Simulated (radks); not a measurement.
Species: Ba4+. Configuration: [Kr] 4d10 5p4 5d2 (not the ground configuration). Method: Dirac Kohn-Sham, HCTH/407, spin-unpolarised, spherical densities, finite nucleus; open shells fill j = l - 1/2 first; Fermi nuclear charge, rms radius 4.8378 fm; computed with a radial shooting solver on a logarithmic mesh with Libxc functionals.

Normalised radial functions P(r) = r R(r) (large component), r in bohr:

r,4p3/2,4d3/2,5s1/2
0.001821,0.0033,0.0000,0.0544
0.002428,0.0058,0.0001,0.0681
0.003213,0.0098,0.0002,0.0837
0.004285,0.0167,0.0003,0.1017
0.005715,0.0281,0.0007,0.1204
0.007562,0.0462,0.0014,0.1370
0.01009,0.0755,0.0030,0.1486
0.01334,0.1190,0.0063,0.1485
0.0178,0.1839,0.0131,0.1286
0.02374,0.2716,0.0270,0.0804
0.03141,0.3735,0.0531,0.0022
0.04189,0.4742,0.1021,-0.1027
0.05543,0.5238,0.1830,-0.2003
0.07393,0.4562,0.3104,-0.2425
0.09861,0.2038,0.4768,-0.1657
0.1305,-0.2080,0.6350,0.0358
0.174,-0.6384,0.6996,0.2764
0.2321,-0.7646,0.5375,0.3470
0.3071,-0.3576,0.0946,0.1073
0.4096,0.4839,-0.5521,-0.3260
0.5419,1.2018,-1.0878,-0.5300
0.7228,1.3378,-1.2470,-0.2021
0.964,0.9087,-0.9750,0.4694
1.276,0.4007,-0.5437,0.9214
1.701,0.1051,-0.2037,0.8740
2.269,0.0148,-0.0473,0.4879
3.002,0.0010,-0.0063,0.1619
4.004,0.0000,-0.0004,0.0283
5.298,0.0000,0.0000,0.0023
7.067,0.0000,0.0000,0.0001

4p3/2: eigenvalue -224.61 eV, 2 radial nodes at r = 0.114, 0.350 bohr, <r> = 0.720 bohr, 90 % of the charge inside 1.05 bohr. 4d3/2: eigenvalue -139.19 eV, 1 radial node at r = 0.321 bohr, <r> = 0.785 bohr, 90 % of the charge inside 1.18 bohr. 5s1/2 (empty): eigenvalue -74.942 eV, 4 radial nodes at r = 0.0316, 0.125, 0.331, 0.792 bohr, <r> = 1.55 bohr, 90 % of the charge inside 2.20 bohr.
